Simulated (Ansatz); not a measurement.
Compare A (`[OH][AlH][CH2]O[SiH3]`) with its isomer B (`[CH3][AlH][O][SiH2]O`).

Calculated with Ansatz (gas phase, PBE0-D4/def2-TZVP geometries, no zero-point term in ΔE). CCSD(T)/CBS adds triple-zeta CCSD(T) − MP2 to the extrapolated MP2 energy (def2 sets, frozen cores). DFT in def2-TZVPP. B3LYP here is the variant with VWN-RPA as its local correlation; programs differ in this. Each species was taken in one conformer, which may not be the lowest.

Problem. Which isomer does CCSD(T)/CBS put lower? Give the gap. (Estimate.)

Solution. The calculation gave: B, by 60.5 kcal/mol.

Problem. Give E(B) − E(A) in kcal/mol with HF/def2-TZVPP, B3LYP-D4, B2PLYP, r2SCAN-D4, CCSD/def2-TZVPP, MP2/def2-TZVPP, CCSD(T)/def2-TZVPP. (An estimate is asked.)

Solution. The calculation gave: HF/def2-TZVPP -66.0, B3LYP-D4 -59.2, B2PLYP -61.3, r2SCAN-D4 -59.4, CCSD/def2-TZVPP -61.1, MP2/def2-TZVPP -62.1, CCSD(T)/def2-TZVPP -60.0. None reverses the order clearly.

Largest T1 diagnostic: 0.013.

From PBE to PBE0 (25 % exact exchange), in def2-TZVPP and without D4, E(B) − E(A) moves by −2.6 kcal/mol. In def2-TZVPP, CCSD(T) changes the Hartree–Fock value by +6.0 kcal/mol (the triples alone add +1.1 kcal/mol) and MP2 by +3.9 kcal/mol.
